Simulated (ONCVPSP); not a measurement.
# Reading a pseudo-wave (carbon (C))

Columns: radius, all-electron u(r) and pseudo u(r) of the 2p shell (level -5.29 eV) of carbon in the configuration [He] 2s2 2p2; PBE, scalar-relativistic, ONCV scheme, ONCVPSP 4.0.1.

| r (bohr) | all-electron | pseudo |
| --- | --- | --- |
| 0.120 | 0.0645 | 0.0247 |
| 0.240 | 0.1886 | 0.0946 |
| 0.360 | 0.3183 | 0.1989 |
| 0.480 | 0.4330 | 0.3221 |
| 0.600 | 0.5260 | 0.4475 |
| 0.720 | 0.5980 | 0.5600 |
| 0.840 | 0.6504 | 0.6492 |
| 0.960 | 0.6846 | 0.7101 |
| 1.080 | 0.7031 | 0.7427 |
| 1.200 | 0.7089 | 0.7512 |
| 1.320 | 0.7045 | 0.7417 |
| 1.440 | 0.6923 | 0.7204 |
| 1.560 | 0.6744 | 0.6929 |
| 1.680 | 0.6523 | 0.6629 |
| 1.800 | 0.6272 | 0.6324 |
| 1.920 | 0.6003 | 0.6024 |
| 2.040 | 0.5723 | 0.5729 |
| 2.160 | 0.5438 | 0.5440 |
| 2.280 | 0.5154 | 0.5154 |
| 2.400 | 0.4873 | 0.4873 |
| 2.520 | 0.4599 | 0.4599 |
| 2.640 | 0.4334 | 0.4334 |
| 2.760 | 0.4078 | 0.4078 |
| 2.880 | 0.3833 | 0.3833 |
| 3.000 | 0.3599 | 0.3599 |
| 3.120 | 0.3377 | 0.3377 |

Q: How many radial nodes do the two functions have?

A: The all-electron 2p function has n − l − 1 = 0; the pseudo-wave has 0.

Q: At about which radius was the pseudo-wave matched?

A: 2.40 bohr. The columns agree to 0.0005 from 2.16 bohr on; several derivatives are matched, so the curves merge somewhat inside the radius.

Q: Is the pseudo-wave norm-conserving?

A: Yes: the ONCV scheme keeps the norm inside the radius equal to the all-electron one, which fixes the energy derivative of the logarithmic derivative at the level.
